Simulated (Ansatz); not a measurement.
Calculated with Ansatz (gas phase, PBE0-D4/def2-TZVP geometries, no zero-point term in ΔE). CCSD(T)/CBS is the MP2 limit (def2-TZVPP, def2-QZVPP) plus CCSD(T) − MP2 in def2-TZVPP, frozen cores. DFT in def2-TZVPP. B3LYP here is the variant with VWN-RPA as its local correlation; programs differ in this. Each species was taken in one conformer, which may not be the lowest.

Reaction (ligand exchange at the Si–N bond): `CBN[SiH2]C` + `NB(O)F` → `C[SiH2]OB(N)F` + `CBN`

CCSD(T)/CBS gives -14.7 kcal/mol.

Q: Another level gave -15.3 kcal/mol. Which?
A. B3LYP/def2-TZVPP
B. PBE-D4/def2-TZVPP
C. HF/def2-TZVPP
D. ωB97X-V/def2-TZVPP

A: D. ωB97X-V -15.3, PBE-D4 -13.9, HF/def2-TZVPP -18.3, B3LYP -17.0 kcal/mol.

Largest T1 diagnostic among the species: 0.011.

In def2-TZVPP, CCSD(T) changes the Hartree–Fock value by +3.5 kcal/mol (the triples alone add +0.5 kcal/mol) and MP2 by +3.8 kcal/mol. The D4 term adds +1.5 kcal/mol with B3LYP and +0.8 kcal/mol with PBE0; it sums over pairs of atoms, weighted by their polarisabilities, and B3LYP, whose exchange is more repulsive, gets the larger term.
